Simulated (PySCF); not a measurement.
PySCF input file for AlFH4O2SSi, SMILES [OH][Al]([OH])[S][SiH2]F, PBE-D3(BJ)/def2-SVP. Geometry: PBE-D3(BJ)/def2-SVP. The structure was generated by enumeration; whether it is a known compound was not checked. One conformer was computed; it need not be the lowest.

```python
import numpy as np
from pyscf import gto, scf, dft, df
from pyscf.hessian import thermo

mol = gto.M(
    atom='''
    Si   -1.80021772   -0.38268843    0.09932656
    F    -0.62212200   -0.66576449   -1.16858339
    S    -0.54004630    0.62191661    1.42618600
    Al    0.96177059    0.09884937   -0.23619718
    O     1.58831912    1.35940860   -1.22084588
    O     1.91696874   -1.28675358    0.09478395
    H    -2.27362045   -1.75477760    0.46231185
    H    -2.87849089    0.39856255   -0.58568580
    H     1.25737124    2.26895938   -1.17801131
    H     2.79230611   -1.38017355   -0.31185357
    ''',
    basis='def2-SVP',
    charge=0,
    spin=0,
    max_memory=1600,
    verbose=3,
)
mf = dft.RKS(mol, xc='pbe').density_fit(auxbasis='def2-universal-jkfit')
mf.disp = 'd3bj'
mf.grids.level = 3
mf.conv_tol = 1e-11
mf.max_cycle = 100
mf.kernel()

# analytic Hessian; the response equations are solved on a coarser grid
h, args, fine = mf.Hessian(), (mf.mo_energy, mf.mo_coeff, mf.mo_occ), mf.grids
h.max_memory = max(150, 2.5e-5 * df.make_auxmol(mol, mf.with_df.auxbasis).nao * mol.nelec[0] * (mol.nelec[0] + mol.nao))  # MB; small integral blocks
h1ao = h.make_h1(mf.mo_coeff, mf.mo_occ)
mf.grids = dft.Grids(mol).set(level=1).build(with_non0tab=True)
mo1, mo_e1 = h.solve_mo1(*args, h1ao)
mf.grids = fine
hess = h.hess_elec(*args, mo1, mo_e1, h1ao) + h.hess_nuc()
if mf.do_disp():
    hess += h.get_dispersion()
for i in range(mol.natm):  # the analytic DFT Hessian lacks the response of the grid: restore translational invariance
    hess[i, i] -= hess[i].sum(axis=0)
hess = (hess + hess.transpose(1, 0, 3, 2)) / 2
vib = thermo.harmonic_analysis(mol, hess, imaginary_freq=False)
thermo.dump_normal_mode(mol, vib)
th = thermo.thermo(mf, vib['freq_au'][vib['freq_au'] > 0], 298.15, 101325)
thermo.dump_thermo(mol, th)
g0 = mf.nuc_grad_method().set(verbose=0).kernel()

# dipole derivatives [dipole axis, atom, xyz] from the same response
r, irp = mol.intor('int1e_r'), mol.intor('int1e_irp').reshape(3, 3, mol.nao, mol.nao)
sl, dm0, ok = mol.aoslice_by_atom(), np.array(mf.make_rdm1()), []
dmu = np.einsum('a,xt->xat', mol.atom_charges(), np.eye(3))
for a, (_, _, p0, p1) in enumerate(sl):
    dmu[:, a] += 2 * np.einsum('xtij,ij->xt', irp[:, :, :, p0:p1], dm0.reshape(-1, mol.nao, mol.nao).sum(0)[:, p0:p1])
    for u, c, occ, f in [(mo1, mf.mo_coeff, mf.mo_occ, 4)]:
        dmu[:, a] -= f * np.einsum('tui,xuv,vi->xt', u[a], r, c[:, occ > 0], optimize=True)
L = vib['norm_mode']
ir = 974.8801 * (np.einsum('xat,kat->kx', dmu, L) ** 2).sum(1)       # km/mol
apt = np.einsum('xax->a', dmu) / 3
print('mode   freq/cm-1   IR/(km/mol)')
for k, w in enumerate(vib['freq_wavenumber']):
    print(f'{k + 1:4d} {w:11.2f} {ir[k]:13.3f}')
print('max |gradient| / (hartree/bohr):', abs(g0).max())
print('APT charges:', apt.round(4))
```

Output:

```
converged SCF energy = -1181.86315977724

WARN: DFTD3 does not support analytical Hessian, using finite difference


WARN: Mole.unit (angstrom) is changed to Bohr

Mode                                 0                   1                   2
Irrep
Freq [cm^-1]                       67.7422            109.6287            171.2650
Reduced mass [au]                   4.7920              5.4729              3.6379
Force const [Dyne/A]                0.0130              0.0388              0.0629
Char temp [K]                      97.4659            157.7313            246.4122
Normal mode                   x     y     z       x     y     z       x     y     z
       0  Si                -0.03  0.09 -0.04    0.00 -0.01 -0.00   -0.06  0.00  0.02
       1   F                 0.02 -0.07  0.03   -0.03  0.10 -0.05   -0.05 -0.01  0.03
       2   S                 0.01 -0.05  0.03    0.01 -0.06  0.03   -0.03 -0.01 -0.01
       3  Al                 0.00 -0.02  0.01   -0.00  0.02  0.00   -0.00  0.00 -0.00
       4   O                -0.09 -0.01 -0.04    0.01 -0.06 -0.09    0.13 -0.03  0.04
       5   O                 0.08  0.04  0.02    0.00  0.05  0.12    0.09  0.05 -0.06
       6   H                -0.22  0.16 -0.05    0.05 -0.04 -0.07   -0.08  0.01  0.03
       7   H                 0.12  0.21 -0.13   -0.03  0.01  0.08   -0.05  0.01  0.02
       8   H                -0.08 -0.01  0.02   -0.03 -0.07 -0.29   -0.11 -0.10 -0.38
       9   H                 0.08  0.08  0.01   -0.11 -0.10 -0.09    0.10  0.19 -0.07
Mode                                 3                   4                   5
Irrep
Freq [cm^-1]                      204.0029            211.9890            219.8820
Reduced mass [au]                   5.3546              9.0784              1.4210
Force const [Dyne/A]                0.1313              0.2404              0.0405
Char temp [K]                     293.5148            305.0049            316.3613
Normal mode                   x     y     z       x     y     z       x     y     z
       0  Si                 0.00  0.00 -0.01   -0.02  0.01  0.02   -0.02 -0.01  0.02
       1   F                 0.05 -0.06  0.05   -0.06 -0.05 -0.02   -0.00  0.07 -0.00
       2   S                -0.01 -0.04  0.04    0.06 -0.03 -0.04   -0.02 -0.00  0.00
       3  Al                -0.02  0.08 -0.02   -0.02 -0.01 -0.08   -0.01 -0.03 -0.02
       4   O                 0.08 -0.00 -0.07    0.05  0.08  0.06    0.01 -0.05 -0.05
       5   O                -0.11  0.01 -0.03   -0.02  0.04  0.11    0.06  0.02 -0.00
       6   H                -0.09  0.04  0.00   -0.06  0.03  0.04    0.05 -0.04 -0.02
       7   H                 0.08  0.04 -0.09   -0.01  0.03  0.03   -0.06 -0.04  0.04
       8   H                 0.26  0.06 -0.06    0.02  0.06  0.15    0.44  0.09  0.43
       9   H                 0.00  0.08  0.20    0.00 -0.03  0.17    0.25  0.33  0.34
Mode                                 6                   7                   8
Irrep
Freq [cm^-1]                      237.0037            300.4087            322.0956
Reduced mass [au]                   1.2601              5.4636              7.1313
Force const [Dyne/A]                0.0417              0.2905              0.4359
Char temp [K]                     340.9955            432.2212            463.4238
Normal mode                   x     y     z       x     y     z       x     y     z
       0  Si                 0.02  0.01  0.01    0.04  0.02  0.02   -0.07 -0.00  0.03
       1   F                 0.04  0.04 -0.01    0.09  0.00 -0.00    0.07  0.06  0.10
       2   S                 0.00  0.00  0.01   -0.03  0.02  0.05   -0.04 -0.02 -0.02
       3  Al                -0.01 -0.03 -0.03   -0.09 -0.05 -0.08    0.07 -0.01 -0.06
       4   O                -0.03  0.01  0.02    0.02 -0.02  0.04    0.00  0.06 -0.04
       5   O                -0.04 -0.03 -0.00    0.02  0.04  0.01    0.01 -0.04  0.02
       6   H                 0.05 -0.01 -0.05    0.06 -0.01 -0.06   -0.06 -0.02 -0.04
       7   H                 0.02 -0.00 -0.01    0.08 -0.01 -0.08   -0.05 -0.04 -0.04
       8   H                -0.43 -0.12 -0.37    0.04 -0.01 -0.01   -0.10  0.02  0.02
       9   H                 0.26  0.24  0.57   -0.14 -0.06 -0.32   -0.05 -0.26 -0.06
Mode                                 9                  10                  11
Irrep
Freq [cm^-1]                      403.5024            560.8675            580.3218
Reduced mass [au]                  13.8432              2.0704              1.4580
Force const [Dyne/A]                1.3279              0.3837              0.2893
Char temp [K]                     580.5502            806.9635            834.9539
Normal mode                   x     y     z       x     y     z       x     y     z
       0  Si                 0.03  0.01  0.01    0.05  0.04  0.05    0.04  0.05  0.02
       1   F                -0.07 -0.05 -0.07   -0.01 -0.01 -0.01   -0.01  0.01  0.00
       2   S                -0.07  0.02  0.08   -0.05 -0.04 -0.06   -0.03 -0.05 -0.04
       3  Al                 0.07 -0.01 -0.04    0.02  0.00 -0.00   -0.01  0.00  0.01
       4   O                 0.03  0.05 -0.04   -0.06 -0.01  0.05    0.02 -0.00 -0.02
       5   O                 0.03 -0.03  0.01    0.00  0.00 -0.01   -0.01 -0.00  0.00
       6   H                 0.03  0.02  0.03    0.02  0.03 -0.00    0.19  0.15  0.57
       7   H                 0.01  0.01  0.03    0.03  0.10  0.17   -0.04 -0.32 -0.27
       8   H                -0.06  0.01  0.06    0.45  0.18 -0.41   -0.21 -0.09  0.19
       9   H                 0.05 -0.12  0.07    0.02 -0.13  0.07   -0.03  0.12 -0.08
Mode                                12                  13                  14
Irrep
Freq [cm^-1]                      583.1734            608.7916            611.6027
Reduced mass [au]                   1.4715              1.3591              1.3080
Force const [Dyne/A]                0.2949              0.2968              0.2883
Char temp [K]                     839.0567            875.9155            879.9601
Normal mode                   x     y     z       x     y     z       x     y     z
       0  Si                -0.05 -0.01 -0.04   -0.00 -0.04  0.02    0.02 -0.04  0.01
       1   F                 0.00  0.00 -0.01    0.00  0.02 -0.03   -0.02  0.04 -0.00
       2   S                 0.04  0.02  0.05    0.00  0.01  0.00   -0.00  0.01 -0.01
       3  Al                 0.01 -0.00 -0.02    0.01  0.01 -0.01   -0.00 -0.01  0.00
       4   O                -0.04  0.00  0.04   -0.01  0.03 -0.00   -0.00 -0.03  0.01
       5   O                 0.01 -0.00 -0.00    0.01 -0.09  0.05    0.00  0.07 -0.04
       6   H                 0.14  0.02  0.31   -0.37  0.12  0.13   -0.43  0.15  0.17
       7   H                -0.14 -0.38 -0.34    0.28  0.11 -0.25    0.36  0.13 -0.32
       8   H                 0.33  0.14 -0.33    0.12  0.09 -0.16   -0.04 -0.05  0.09
       9   H                 0.03 -0.16  0.09   -0.06  0.53 -0.27    0.06 -0.44  0.24
Mode                                15                  16                  17
Irrep
Freq [cm^-1]                      649.7846            780.1974            835.5273
Reduced mass [au]                   8.9712              5.4359              1.1969
Force const [Dyne/A]                2.2317              1.9495              0.4923
Char temp [K]                     934.8954           1122.5303           1202.1378
Normal mode                   x     y     z       x     y     z       x     y     z
       0  Si                -0.07  0.01  0.07   -0.01 -0.00  0.00    0.01 -0.02 -0.06
       1   F                 0.10 -0.04 -0.14    0.00 -0.00 -0.01    0.03  0.02  0.02
       2   S                 0.00 -0.00 -0.01   -0.00  0.00  0.01   -0.00  0.01  0.01
       3  Al                 0.01  0.01  0.03    0.10  0.00 -0.04   -0.01 -0.01 -0.02
       4   O                 0.01 -0.00 -0.02   -0.05 -0.10  0.07   -0.00 -0.00  0.01
       5   O                -0.00  0.01 -0.02   -0.08  0.09 -0.01    0.00 -0.00  0.01
       6   H                -0.10  0.04  0.13   -0.04 -0.00 -0.03   -0.25  0.23  0.54
       7   H                -0.08  0.04  0.11   -0.04 -0.04 -0.01   -0.24  0.18  0.57
       8   H                -0.06 -0.03  0.06   -0.07 -0.12  0.11    0.01  0.00 -0.02
       9   H                 0.01 -0.10  0.04   -0.11  0.28 -0.11    0.00  0.01  0.00
Mode                                18                  19                  20
Irrep
Freq [cm^-1]                      915.6216            951.1978           2195.0359
Reduced mass [au]                   8.3631              1.0708              1.0312
Force const [Dyne/A]                4.1309              0.5708              2.9273
Char temp [K]                    1317.3757           1368.5618           3158.1679
Normal mode                   x     y     z       x     y     z       x     y     z
       0  Si                -0.00  0.00  0.00   -0.04 -0.02 -0.01   -0.03  0.00 -0.01
       1   F                 0.00 -0.00 -0.00    0.00  0.00  0.00   -0.00 -0.00 -0.00
       2   S                -0.00 -0.00 -0.00   -0.00  0.00  0.00    0.00  0.00  0.00
       3  Al                -0.02  0.12 -0.05    0.01 -0.01 -0.00    0.00  0.00 -0.00
       4   O                -0.03 -0.09  0.06   -0.00  0.00  0.00   -0.00 -0.00  0.00
       5   O                 0.07 -0.09  0.02   -0.01  0.01 -0.00   -0.00  0.00  0.00
       6   H                 0.05 -0.02 -0.01    0.59 -0.13  0.31    0.14  0.45 -0.13
       7   H                 0.03  0.03 -0.01    0.40  0.55 -0.02    0.61 -0.46  0.39
       8   H                -0.10 -0.12  0.13    0.01  0.01 -0.02    0.00 -0.00 -0.00
       9   H                 0.08 -0.14  0.04   -0.01  0.02 -0.01   -0.00  0.00  0.00
Mode                                21                  22                  23
Irrep
Freq [cm^-1]                     2209.7452           3816.4179           3827.1855
Reduced mass [au]                   1.0540              1.0672              1.0677
Force const [Dyne/A]                3.0324              9.1584              9.2146
Char temp [K]                    3179.3314           5490.9757           5506.4679
Normal mode                   x     y     z       x     y     z       x     y     z
       0  Si                -0.00  0.04 -0.02    0.00 -0.00 -0.00    0.00  0.00  0.00
       1   F                 0.00 -0.00  0.00   -0.00  0.00 -0.00   -0.00 -0.00  0.00
       2   S                -0.00 -0.00 -0.00   -0.00 -0.00  0.00   -0.00 -0.00  0.00
       3  Al                -0.00  0.00 -0.00    0.00  0.00 -0.00   -0.00 -0.00  0.00
       4   O                 0.00 -0.00  0.00    0.00 -0.00 -0.00   -0.02  0.06  0.00
       5   O                 0.00 -0.00  0.00    0.06 -0.01 -0.02    0.00 -0.00 -0.00
       6   H                -0.26 -0.78  0.21   -0.00 -0.00  0.00   -0.00 -0.00 -0.00
       7   H                 0.35 -0.25  0.22   -0.00  0.00 -0.00   -0.00  0.00 -0.00
       8   H                -0.00 -0.00  0.00   -0.01  0.02  0.00    0.32 -0.91 -0.03
       9   H                 0.00  0.00 -0.00   -0.87  0.11  0.39   -0.02  0.00  0.01
temperature 298.1500 [K]
pressure 101325.00 [Pa]
Rotational constants [GHz] 2.62855 1.42725 1.31425
Symmetry number 1
Zero-point energy (ZPE) 0.04869 [Eh]   127838.872 [J/mol]
                           tot       elec      trans        rot        vib
Entropy [J/mol/K]       394.113      0.000    170.567    119.530    104.017
Cv [J/mol/K]            134.628      0.000     12.472     12.472    109.685
Cp [J/mol/K]            142.943      0.000     20.786     12.472    109.685
Internal energy [J/mol]                      3718.434   3718.434 145136.196
Internal energy [Eh]   -1181.80505  -1181.86316
Enthalpy [J/mol]                             6197.391   3718.434 145136.196
Enthalpy [Eh]          -1181.80410
Gibbs free energy [J/mol]                  -44657.149 -31919.303 114123.591
Gibbs free energy [Eh] -1181.84886
mode   freq/cm-1   IR/(km/mol)
   1       67.74         1.101
   2      109.63        18.294
   3      171.27        41.394
   4      204.00        27.899
   5      211.99         5.604
   6      219.88        87.634
   7      237.00         2.211
   8      300.41        61.909
   9      322.10        27.674
  10      403.50        62.902
  11      560.87       184.026
  12      580.32        14.308
  13      583.17        45.080
  14      608.79        43.140
  15      611.60       137.735
  16      649.78       113.290
  17      780.20       138.232
  18      835.53       136.815
  19      915.62        95.678
  20      951.20       156.574
  21     2195.04        93.846
  22     2209.75        98.673
  23     3816.42        76.447
  24     3827.19        69.041
max |gradient| / (hartree/bohr): 0.00010937405505520885
APT charges: [ 1.3191 -0.6757 -0.6602  1.5353 -0.8171 -0.8032 -0.2321 -0.2372  0.287
  0.284 ]
```

Self-consistency was reached.
